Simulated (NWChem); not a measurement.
Molecule: SnF4, triplet; SMILES of the neutral closed-shell parent [F][Sn]([F])([F])[F]

```xyz
5

F      0.0340    -1.4172    -0.4916
Sn     0.2559     0.5048     0.2718
F     -1.4463     1.2225    -0.2878
F      0.0638    -0.1049     2.1088
F      1.0915    -0.2062    -1.6015
```
Atoms are numbered in this order, from 1.

Level: PBE0/def2-SVP with def2 effective core potentials on Sn, spin-unrestricted (NWChem), optimised geometry, unscaled harmonic frequencies. This spin state was assumed; another may lie lower. def2 effective core potentials on Sn; no spin-orbit coupling.

List the harmonic frequencies with IR intensities, and the thermochemistry.


```csv
frequency (cm⁻¹),IR intensity (km/mol)
46,2.3
123,6.2
144,7.1
156,15.2
267,19.6
368,33.4
528,24.8
602,37.3
637,61.0
```

```json
{
  "zero_point_energy": "4.1 kcal/mol",
  "thermal correction to the enthalpy at 298.15 K (with zero-point energy)": "9.1 kcal/mol",
  "heat capacity Cv": "20.1 cal/(mol K)",
  "entropy at 298.15 K and 1 atm (symmetry number 1, electronic part: spin degeneracy alone)": "88.6 cal/(mol K)"
}
```

Rigid rotor and harmonic oscillator; modes under 100 cm⁻¹ make the entropy uncertain.
